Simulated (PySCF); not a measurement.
C2F3, SMILES F[C]=C(F)F (connectivity only; charge and spin as stated), charge +1, multiplicity 1.

Geometry optimised at B3LYP-D3(BJ)/def2-SVP. The multiplicity is an assumed one; other spin states were not compared. The isomer is the one that the SMILES or the coordinates give; other isomers of the formula were not compared.

Calculation: PBE/def2-TZVPD (PySCF).

Isolated molecule, no solvent.

Task: Estimate the frontier levels, gap, dipole moment and polarisability. (The exact figures need the calculation; the answer reports its results.)

Result: 
```
Property                                                           Value
------------------------------------------------  ----------------------
highest occupied level                                         -14.18 eV
lowest empty level                                             -12.52 eV
orbital gap                                                      1.66 eV
dipole moment about the centre of nuclear charge                  1.25 D
mean static polarisability                          26.2 bohr³ (3.88 Å³)
polarisability, principal values                  18.2, 22.7, 37.6 bohr³
```
